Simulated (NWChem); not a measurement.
System: C₄H₇F; SMILES C1C(C1)(C)F

Here is an NWChem input.

```
start job
memory heap 200 mb stack 900 mb global 1100 mb
geometry units angstroms noautosym nocenter noautoz
  C      1.057502    -1.184232     0.000000
  C     -0.027814    -0.152750     0.000000
  F     -1.267400    -0.732053     0.000000
  C      0.077039     1.126516    -0.756727
  C      0.077039     1.126516     0.756727
  H      0.979312    -1.824066    -0.892311
  H      2.048076    -0.708745     0.000000
  H      0.979312    -1.824066     0.892311
  H     -0.832943     1.471948    -1.253809
  H      1.006468     1.348890    -1.288304
  H     -0.832943     1.471948     1.253809
  H      1.006468     1.348890     1.288304
end
basis spherical
  * library def2-svp
end
dft
  xc m06-2x
  iterations 150
end
cosmo
  do_cosmo_smd true
  solvent dcm
end
task dft energy
```

The geometry was optimised at PBE0/def2-SVP. Solvent: dichloromethane.

Level: M06-2X/def2-SVP with SMD (1 M gas to 1 M solution), gas-phase geometry.

Predict the main results of this run. (M06-2X/def2-SVP, SMD on the gas-phase geometry.) Quantities: solvation free energy (kcal/mol); cavity-dispersion-structure term (kcal/mol); dipole in solution (D).


```json
{
  "solvation free energy (kcal/mol)": "-4.9",
  "cavity-dispersion-structure term (kcal/mol)": "-1.8",
  "dipole in solution (D)": "2.09"
}
```
